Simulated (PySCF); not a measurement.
Spinor energies of Ge (germanium, neutral)

Start: [Ar] 3d10 4s2 4p1 5s1; 4p3/2 filled at m_j = +3/2; 5s1/2 filled at m_j = +1/2. Calculated with PySCF 2.14 in x2c-TZVPall-2c with one added diffuse shell each of s, p, d type (7s8p5d1f, 63 functions): generalised Hartree-Fock with the X2C-1e Hamiltonian and a Gaussian nucleus; one run each with spin-orbit coupling (SO) switched off, then screened by Boettger's factors. This is a chosen level, not necessarily the ground level.

```
spinor shell  electrons  ε, spin-free (eV)  ε, screened SO (eV)  weight of nominal j (screened SO)  rms radius, screened SO (bohr)
       1s1/2          2           -11183.5             -11183.3                              1.000                          0.0542
       2s1/2          2            -1458.0              -1458.0                              1.000                           0.227
       2p1/2          2            -1269.8              -1291.7                              1.000                           0.201
       2p3/2          4            -1269.8              -1259.3                              1.000                           0.204
       3s1/2          2            -205.48              -205.51                              1.000                           0.667
       3p1/2          2            -145.65              -148.75                              1.000                           0.694
       3p3/2          4            -145.65              -144.22                              1.000                           0.704
       3d3/2          4            -47.454              -47.868                              0.988                           0.810
       3d5/2          6            -47.454              -47.245                              0.992                           0.816
       4s1/2          2            -18.395              -18.417                              0.999                            2.24
       4p3/2          1            -10.360              -10.288                              1.000                            2.94
       5s1/2          1             -2.732               -2.739                              1.000                            5.89
```

| quantity | spin-free | screened SO |
| --- | --- | --- |
| E (hartree) | -2096.83332 | -2096.90796 |
| M_J | 2 | 2 |
| ⟨J²⟩ | 6.012 | 6.012 |
| ⟨L²⟩ | 2.010 | 2.011 |
| ⟨S²⟩ | 2.003 | 2.005 |

Each row is a mean over spinors that exchange with the open shell spreads, by up to 2.461 eV (4s1/2).

Without spin-orbit coupling the j labels of p, d and f shells carry no meaning; the spin-free column gives the mean over the occupied spinors of each nl shell.
